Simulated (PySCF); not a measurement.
C3H8O2Si2.
Numbering: `[O:1]=[C:2]([OH:3])[SiH:4]1[CH2:5][SiH2:6][CH2:7]1` (hydrogens: H8 on O3; H9 on Si4; H10, H11 on C5; H12, H13 on Si6; H14, H15 on C7)

Torsions of this conformer, `[O:1]=[C:2]([OH:3])[SiH:4]1[CH2:5][SiH2:6][CH2:7]1`: O1–C2–Si4–C5 46°, H–O3–C2–O1 0°.

The closed-shell ground state was solved at several levels (PySCF, density fitting, gas phase, non-relativistic). Isolated species at its GFN2-xTB geometry (one conformer only).

| level | basis functions | total energy (Eh) | HOMO (eV) | LUMO (eV) | gap (eV) | dipole (D) |
| --- | --- | --- | --- | --- | --- | --- |
| PBE0/pcSseg-1 | 173 | -847.9921 | -7.66 | -0.93 | 6.73 | 1.35 |
| B3LYP/def2-SVPD | 218 | -848.2608 | -7.52 | -1.31 | 6.21 | 1.49 |

**Question.** Estimate the row for PBE0/def2-SVPD, a basis of 218 functions; the other rows only guide the guess.

**Answer.** Total energy -847.6795 Eh, HOMO -7.74 eV, LUMO -1.09 eV, gap 6.65 eV, dipole 1.47 D.

**Question.** Over all these levels, which gives the widest orbital gap and which the narrowest?

**Answer.** PBE0/pcSseg-1 (global hybrid, 25 % exact exchange) has the widest, 6.73 eV, and B3LYP/def2-SVPD (global hybrid, 20 % exact exchange) the narrowest, 6.21 eV. Functional and basis both differ between the two, so the spread mixes both effects.

**Question.** How far do the dipole and the HOMO energy spread over the levels?

**Answer.** The dipole runs from 1.35 to 1.49 D (mean 1.44 D) and the HOMO from -7.74 to -7.52 eV.
